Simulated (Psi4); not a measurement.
C₃H₉B₃O₃, charge +1, doublet, geometry from GFN2-xTB (a state made from the parent by changing its charge; the spin is typed, not shown lowest); Psi4 with PBE/6-31G*.

The Psi4 input:
```
memory 2 GB

molecule mol {
1 2
C    -1.869218   -2.309735   -0.200020
B    -0.897812   -1.073896   -0.096366
O     0.467079   -1.273831    0.041169
B     1.292491   -0.222100    0.130362
C     2.883510   -0.490121    0.288163
O     0.865779    1.051232    0.093712
B    -0.489696    1.303692   -0.042810
C    -0.994285    2.801190   -0.085920
O    -1.274474    0.219165   -0.128604
H    -1.353068   -3.262687   -0.157037
H    -2.421279   -2.257630   -1.137536
H    -2.590615   -2.270877    0.615206
H     3.220320   -1.013363   -0.603250
H     3.032596   -1.124201    1.158053
H     3.403743    0.454524    0.400727
H    -1.701883    2.960375    0.726519
H    -0.188881    3.521452    0.005805
H    -1.512960    2.973388   -1.027980
}

set {
  basis 6-31g*
  reference uks
}

energy('pbe')
print_variables()
```

Q: Predict the main parts of the log of this Psi4 run.

A: 
```
   => Loading Basis Set <=

    Name: 6-31G*
    Role: ORBITAL
    Keyword: BASIS

         ---------------------------------------------------------
                                   SCF
               by Justin Turney, Rob Parrish, Andy Simmonett
                          and Daniel G. A. Smith
                              UKS Reference
         ---------------------------------------------------------

  ==> Geometry <==

    Molecular point group: c1
    Full point group: C1

    Geometry (in Angstrom), charge = 1, multiplicity = 2:

       Center              X                  Y                   Z               Mass
    ------------   -----------------  -----------------  -----------------  -----------------
         C           -1.869336622675    -2.309946299183    -0.200102441893    12.000000000000
         B           -0.897930622675    -1.074107299183    -0.096448441893    11.009305360000
         O            0.466960377325    -1.274042299183     0.041086558107    15.994914619570
         B            1.292372377325    -0.222311299183     0.130279558107    11.009305360000
         C            2.883391377325    -0.490332299183     0.288080558107    12.000000000000
         O            0.865660377325     1.051020700817     0.093629558107    15.994914619570
         B           -0.489814622675     1.303480700817    -0.042892441893    11.009305360000
         C           -0.994403622675     2.800978700817    -0.086002441893    12.000000000000
         O           -1.274592622675     0.218953700817    -0.128686441893    15.994914619570
         H           -1.353186622675    -3.262898299183    -0.157119441893     1.007825032230
         H           -2.421397622675    -2.257841299183    -1.137618441893     1.007825032230
         H           -2.590733622675    -2.271088299183     0.615123558107     1.007825032230
         H            3.220201377325    -1.013574299183    -0.603332441893     1.007825032230
         H            3.032477377325    -1.124412299183     1.157970558107     1.007825032230
         H            3.403624377325     0.454312700817     0.400644558107     1.007825032230
         H           -1.702001622675     2.960163700817     0.726436558107     1.007825032230
         H           -0.188999622675     3.521240700817     0.005722558107     1.007825032230
         H           -1.513078622675     2.973176700817    -1.028062441893     1.007825032230

  Running in c1 symmetry.

  Rotational constants: A =      0.05959  B =      0.05683  C =      0.02957 [cm^-1]
  Rotational constants: A =   1786.46931  B =   1703.57625  C =    886.45498 [MHz]
  Nuclear repulsion =  416.988820037127482

  Charge       = 1
  Multiplicity = 2
  Electrons    = 65
  Nalpha       = 33
  Nbeta        = 32

  ==> Algorithm <==

  SCF Algorithm Type is DF.
  DIIS enabled.
  MOM disabled.
  Fractional occupation disabled.
  Guess Type is SAD.
  Energy threshold   = 1.00e-06
  Density threshold  = 1.00e-06
  Integral threshold = 1.00e-12

  ==> Primary Basis <==

  Basis Set: 6-31G*
    Blend: 6-31G*
    Number of shells: 72
    Number of basis functions: 153
    Number of Cartesian functions: 153
    Spherical Harmonics?: false
    Max angular momentum: 2

  ==> DFT Potential <==

   => LibXC <=

    Version 7.1.2
    S. Lehtola, C. Steigemann, M. J. T. Oliveira, and M. A. L. Marques,  SoftwareX 7, 1–5 (2018) (10.1016/j.softx.2017.11.002)

   => Composite Functional: PBE <=

    PBE GGA Exchange-Correlation Functional

    J.P. Perdew et. al., Phys. Rev. Lett., 77(18), 3865-3868, 1996

    Deriv               =              1
    GGA                 =           TRUE
    Meta                =          FALSE

    Exchange Hybrid     =          FALSE
    MP2 Hybrid          =          FALSE

   => Exchange Functionals <=

    1.0000     XC_GGA_X_PBE

   => Correlation Functionals <=

    1.0000     XC_GGA_C_PBE

   => LibXC Density Thresholds  <==

    XC_GGA_C_PBE:  1.00E-12
    XC_GGA_X_PBE:  1.00E-15

[...]
     A        153     153
   -------------------------
    Total     153     153
   -------------------------

  ==> Iterations <==

                           Total Energy        Delta E     RMS |[F,P]|

   @DF-UKS iter SAD:  -418.90518771333149   -4.18905e+02   0.00000e+00
   @DF-UKS iter   1:  -418.69025588430981    2.14932e-01   8.19810e-03 DIIS/ADIIS
   @DF-UKS iter   2:  -418.00730517215936    6.82951e-01   1.09073e-02 DIIS/ADIIS
   @DF-UKS iter   3:  -419.30595626893228   -1.29865e+00   2.73393e-03 DIIS/ADIIS
   @DF-UKS iter   4:  -419.35738503448471   -5.14288e-02   1.58404e-03 DIIS/ADIIS
   @DF-UKS iter   5:  -419.36094947602408   -3.56444e-03   1.64007e-03 DIIS/ADIIS
   @DF-UKS iter   6:  -419.39807588775255   -3.71264e-02   2.79863e-04 DIIS/ADIIS
   @DF-UKS iter   7:  -419.39432066756888    3.75522e-03   5.14908e-04 DIIS/ADIIS
   @DF-UKS iter   8:  -419.39937089951241   -5.05023e-03   1.12675e-04 DIIS/ADIIS
   @DF-UKS iter   9:  -419.39949281643254   -1.21917e-04   4.93918e-05 DIIS
   @DF-UKS iter  10:  -419.39951609396979   -2.32775e-05   1.39936e-05 DIIS
   @DF-UKS iter  11:  -419.39951664105666   -5.47087e-07   1.30993e-05 DIIS
   @DF-UKS iter  12:  -419.39951855457059   -1.91351e-06   3.90806e-06 DIIS
   @DF-UKS iter  13:  -419.39951887646981   -3.21899e-07   7.34321e-07 DIIS
  Energy and wave function converged.

  ==> Post-Iterations <==

   Electrons on quadrature grid:
      Nalpha   =   33.0000203887 ; deviation = 2.039e-05
      Nbeta    =   32.0000208679 ; deviation = 2.087e-05
      Ntotal   =   65.0000412567 ; deviation = 4.126e-05

   @Spin Contamination Metric:   1.019933488E-03
   @S^2 Expected:                7.500000000E-01
   @S^2 Observed:                7.510199335E-01
   @S   Expected:                5.000000000E-01
   @S   Observed:                5.000000000E-01

    Orbital Energies [Eh]
    ---------------------

    Alpha Occupied:

[...]
    Alpha Virtual:

[...]
    Beta Occupied:

[...]
    Beta Virtual:

[...]
     153A      4.150659

    Final Occupation by Irrep:
              A
    DOCC [    32 ]
    SOCC [     1 ]
    NA   [    33 ]
    NB   [    32 ]

  @DF-UKS Final Energy:  -419.39951887646981

   => Energetics <=

    Nuclear Repulsion Energy =            416.9888200371274820
    One-Electron Energy =               -1385.5321621095426963
    Two-Electron Energy =                 606.0853133340599470
    DFT Exchange-Correlation Energy =     -56.9414901381144745
    Empirical Dispersion Energy =           0.0000000000000000
    VV10 Nonlocal Energy =                  0.0000000000000000
    Total Energy =                       -419.3995188764698128

  UHF NO Occupations:
  HONO-2 :   31  A 1.9999208
  HONO-1 :   32  A 1.9998241
  HONO-0 :   33  A 1.0000000
  LUNO+0 :   34  A 0.0001759
  LUNO+1 :   35  A 0.0000792
  LUNO+2 :   36  A 0.0000539
  LUNO+3 :   37  A 0.0000461

Computation Completed

Properties will be evaluated at   0.000000,   0.000000,   0.000000 [a0]

Properties computed using the SCF density matrix

 Multipole Moments:

 ------------------------------------------------------------------------------------
     Multipole            Electronic (a.u.)      Nuclear  (a.u.)        Total (a.u.)
 ------------------------------------------------------------------------------------

 L = 1.  Multiply by 2.5417464519 to convert [e a0] to [Debye]
 Dipole X            :          0.2816478           -0.0147911            0.2668567
 Dipole Y            :          0.0122057           -0.0263669           -0.0141612
 Dipole Z            :          0.0318973           -0.0102993            0.0215980
 Magnitude           :                                                    0.2681036

 ------------------------------------------------------------------------------------

  Variable Map:
  ----------------------------------------------------------------------------
[...]
  Array Variable Map:
  ----------------------------------------------------------------------------
[...]
[...]
```
